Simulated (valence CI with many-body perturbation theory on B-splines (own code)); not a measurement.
## E1 transitions of Ta66+

Calculated by configuration interaction combined with many-body perturbation theory (CI+MBPT): five valence electrons over a frozen Dirac-Fock core [He], a basis of 11 s, 11 p, 10 d, 8 f, 5 g, 2 h functions for each j, with the one-electron correlation potential Σ1 (screened to all orders), the two-electron term Σ2, the three-electron term Σ3, Breit, model QED; selected single and double excitations, second order for the rest, scaled by the run's own slope (own B-spline code, finite nucleus).

The last digits are not significant, and no measured levels were compared; by estimate large intervals hold to a few tenths of a per cent, small ones and those within an open d or f shell to about a per cent. Among the levels kept, up to 7400 cm⁻¹ of a level comes from second order outside the variational space, and about a tenth of that is noise between levels of different J, which matters for small intervals.

Lines 201 to 250 of 600 in falling wavelength, among levels below 100880 × 10³ cm⁻¹, chosen from the strongest by gf and those to the six lowest levels. Wavelengths and rates use the calculated energies. Electric multipoles are in the length gauge, E1 and E2 with the static RPA response of the core. Weak lines are less certain than strong ones. Lines between different terms over intervals too small for the method are left out, as are lines whose strength nearly cancels. The highest levels of a list are the least certain.

Levels are named by their leading jj configuration (3d3/2^4 stands for four electrons in 3d with j = 3/2), which in mixed levels can hold well under half, so a name can repeat and another be missing. Letters in brackets count levels of one name in rising energy.

```csv
λ vac (nm),Upper,Lower,A (s⁻¹),S (a.u.) with core polarisation,S without
0.7458,(2p1/2^2 2p3/2^2 3p1/2) J=3/2,(2s 2p1/2^2 2p3/2 3p1/2) J=1/2,6.18e+12,5.06e-03,5.07e-03
0.7456,(2p1/2^2 2p3/2^2 3p1/2) J=5/2,(2s 2p1/2^2 2p3/2 3p1/2) J=3/2 [b],7.19e+12,8.83e-03,8.84e-03
0.7452,(2p1/2^2 2p3/2^2 3s) J=3/2,(2s 2p1/2^2 2p3/2 3s) J=3/2 [b],2.90e+12,2.37e-03,2.37e-03
0.7433,(2s 2p1/2 2p3/2^2 3p3/2) J=5/2 [a],(2s^2 2p1/2 2p3/2 3p3/2) J=3/2 [a],2.78e+12,3.39e-03,3.39e-03
0.7431,(2s 2p1/2 2p3/2^3) J=3/2 [a],(2s^2 2p1/2 2p3/2^2) J=3/2,8.15e+12,6.60e-03,6.61e-03
0.7410,(2p1/2^2 2p3/2^2 3s) J=3/2,(2s 2p1/2^2 2p3/2 3s) J=1/2,5.81e+12,4.67e-03,4.68e-03
0.7358,(2s 2p1/2 2p3/2^2 3p3/2) J=1/2 [c],(2s^2 2p1/2 2p3/2 3p3/2) J=1/2 [b],5.37e+12,2.11e-03,2.11e-03
0.7355,(2p1/2^2 2p3/2^2 3p3/2) J=3/2,(2s 2p1/2^2 2p3/2 3p3/2) J=1/2 [b],6.39e+12,5.02e-03,5.02e-03
0.7352,(2s 2p1/2 2p3/2^3) J=5/2,(2s^2 2p1/2 2p3/2^2) J=5/2,8.02e+12,9.43e-03,9.45e-03
0.7347,(2s 2p1/2 2p3/2^2 3p3/2) J=7/2 [c],(2s^2 2p1/2 2p3/2 3p3/2) J=5/2 [b],2.91e+12,4.55e-03,4.56e-03
0.7343,(2s 2p1/2 2p3/2^2 3d5/2) J=7/2 [c],(2s^2 2p1/2 2p3/2 3d5/2) J=5/2 [b],2.19e+12,3.42e-03,3.42e-03
0.7341,(2s 2p1/2 2p3/2^2 3p3/2) J=5/2 [b],(2s^2 2p1/2 2p3/2 3p3/2) J=3/2 [b],3.28e+12,3.84e-03,3.85e-03
0.7330,(2s 2p1/2 2p3/2^2 3d5/2) J=9/2 [c],(2s^2 2p1/2 2p3/2 3d5/2) J=7/2 [b],3.40e+12,6.60e-03,6.61e-03
0.7314,(2s 2p1/2 2p3/2^2 3d5/2) J=5/2 [c],(2s^2 2p1/2 2p3/2 3d5/2) J=5/2 [b],3.84e+12,4.45e-03,4.46e-03
0.7314,(2s 2p1/2 2p3/2^2 3p3/2) J=3/2 [d],(2s^2 2p1/2 2p3/2 3p3/2) J=3/2 [b],4.83e+12,3.73e-03,3.74e-03
0.7311,(2s 2p1/2 2p3/2^2 3d5/2) J=7/2 [d],(2s^2 2p1/2 2p3/2 3d5/2) J=7/2 [b],1.57e+12,2.42e-03,2.42e-03
0.7303,(2s 2p1/2 2p3/2^2 3d5/2) J=3/2 [c],(2s^2 2p1/2 2p3/2 3d5/2) J=3/2 [b],3.31e+12,2.54e-03,2.55e-03
0.7300,(2s 2p1/2 2p3/2^2 3d5/2) J=3/2 [d],(2s^2 2p1/2 2p3/2 3d5/2) J=1/2,4.59e+12,3.52e-03,3.53e-03
0.7300,(2s 2p1/2 2p3/2^3) J=1/2,(2s^2 2p1/2 2p3/2^2) J=1/2,5.73e+12,2.20e-03,2.20e-03
0.7295,(2s 2p1/2 2p3/2^2 3d3/2) J=3/2 [c],(2s^2 2p1/2 2p3/2 3d3/2) J=5/2 [a],5.23e+12,4.01e-03,4.02e-03
0.7294,(2s 2p1/2^2 2p3/2 3d5/2) J=7/2 [b],(2s^2 2p1/2^2 3d5/2) J=5/2,9.71e+12,1.49e-02,1.49e-02
0.7288,(2s 2p1/2 2p3/2^2 3d5/2) J=7/2 [e],(2s^2 2p1/2 2p3/2 3d5/2) J=7/2 [b],6.17e+12,9.43e-03,9.44e-03
0.7286,(2s 2p1/2 2p3/2^2 3d5/2) J=5/2 [d],(2s^2 2p1/2 2p3/2 3d5/2) J=3/2 [b],4.70e+12,5.38e-03,5.38e-03
0.7286,(2s 2p1/2^2 2p3/2 3p3/2) J=5/2 [b],(2s^2 2p1/2^2 3p3/2) J=3/2,1.05e+13,1.21e-02,1.21e-02
0.7282,(2s 2p1/2 2p3/2^2 3d3/2) J=1/2 [c],(2s^2 2p1/2 2p3/2 3d3/2) J=3/2 [b],6.16e+12,2.35e-03,2.35e-03
0.7280,(2s 2p1/2^2 2p3/2 3d3/2) J=3/2 [b],(2s^2 2p1/2^2 3d3/2) J=3/2,9.83e+12,7.49e-03,7.50e-03
0.7278,(2s 2p1/2 2p3/2^2 3d5/2) J=3/2 [d],(2s^2 2p1/2 2p3/2 3d5/2) J=3/2 [b],2.69e+12,2.05e-03,2.05e-03
0.7275,(2s 2p1/2 2p3/2^2 3d3/2) J=5/2 [c],(2s^2 2p1/2 2p3/2 3d3/2) J=7/2,1.79e+12,2.04e-03,2.04e-03
0.7273,(2s 2p1/2 2p3/2^2 3d5/2) J=7/2 [c],(2s^2 2p1/2 2p3/2 3d5/2) J=5/2 [a],2.07e+12,3.15e-03,3.15e-03
0.7269,(2s 2p1/2 2p3/2^2 3p3/2) J=5/2 [d],(2s^2 2p1/2 2p3/2 3p3/2) J=5/2 [b],9.06e+12,1.03e-02,1.03e-02
0.7268,(2p1/2 2p3/2^4) J=1/2,(2s 2p1/2 2p3/2^3) J=3/2 [b],2.31e+13,8.74e-03,8.75e-03
0.7265,(2s 2p1/2 2p3/2^2 3s) J=1/2 [a],(2s^2 2p1/2 2p3/2 3s) J=3/2 [a],7.42e+12,2.81e-03,2.81e-03
0.7264,(2s 2p1/2 2p3/2^3) J=3/2 [b],(2s^2 2p1/2 2p3/2^2) J=1/2,5.19e+12,3.93e-03,3.93e-03
0.7257,(2s 2p1/2 2p3/2^2 3p3/2) J=3/2 [f],(2s^2 2p1/2 2p3/2 3p3/2) J=1/2 [b],3.73e+12,2.81e-03,2.82e-03
0.7256,(2s 2p1/2 2p3/2^2 3p3/2) J=3/2 [c],(2s^2 2p1/2 2p3/2 3p3/2) J=5/2 [a],6.27e+12,4.73e-03,4.73e-03
0.7256,(2s 2p1/2^2 2p3/2 3s) J=1/2,(2s^2 2p1/2^2 3s) J=1/2,1.11e+13,4.19e-03,4.19e-03
0.7253,(2s 2p1/2 2p3/2^3) J=5/2,(2s^2 2p1/2 2p3/2^2) J=3/2,5.10e+11,5.77e-04,5.77e-04
0.7252,(2s 2p1/2 2p3/2^2 3p3/2) J=3/2 [e],(2s^2 2p1/2 2p3/2 3p3/2) J=3/2 [b],4.60e+12,3.46e-03,3.47e-03
0.7251,(2s 2p1/2 2p3/2^2 3d5/2) J=3/2 [e],(2s^2 2p1/2 2p3/2 3d5/2) J=1/2,3.28e+12,2.47e-03,2.47e-03
0.7250,(2s 2p1/2^2 2p3/2 3p1/2) J=1/2,(2s^2 2p1/2^2 3p1/2) J=1/2,1.14e+13,4.29e-03,4.30e-03
0.7249,(2s 2p1/2 2p3/2^2 3d3/2) J=3/2 [f],(2s^2 2p1/2 2p3/2 3d3/2) J=1/2 [b],3.47e+12,2.61e-03,2.61e-03
0.7249,(2s 2p1/2^2 2p3/2 3d3/2) J=5/2 [b],(2s^2 2p1/2^2 3d3/2) J=3/2,9.70e+12,1.09e-02,1.10e-02
0.7246,(2p1/2^2 2p3/2^3) J=3/2,(2s 2p1/2^2 2p3/2^2) J=3/2,1.67e+13,1.25e-02,1.26e-02
0.7245,(2s 2p1/2 2p3/2^2 3d3/2) J=7/2 [c],(2s^2 2p1/2 2p3/2 3d3/2) J=7/2,1.20e+13,1.80e-02,1.80e-02
0.7244,(2s 2p1/2^2 2p3/2 3p1/2) J=3/2 [b],(2s^2 2p1/2^2 3p1/2) J=1/2,1.10e+13,8.24e-03,8.25e-03
0.7241,(2p1/2^2 2p3/2^3) J=3/2,(2s 2p1/2^2 2p3/2^2) J=1/2,3.86e+12,2.90e-03,2.90e-03
0.7235,(2s 2p1/2 2p3/2^2 3d5/2) J=5/2 [b],(2s^2 2p1/2 2p3/2 3d5/2) J=7/2 [a],5.93e+12,6.65e-03,6.66e-03
0.7234,(2s 2p1/2 2p3/2^2 3s) J=3/2 [d],(2s^2 2p1/2 2p3/2 3s) J=3/2 [b],1.30e+13,9.74e-03,9.75e-03
0.7234,(2s 2p1/2 2p3/2^2 3d5/2) J=5/2 [c],(2s^2 2p1/2 2p3/2 3d5/2) J=3/2 [a],5.90e+12,6.62e-03,6.63e-03
0.7234,(2s 2p3/2^4) J=1/2,(2s^2 2p3/2^3) J=3/2,1.81e+13,6.75e-03,6.76e-03
```
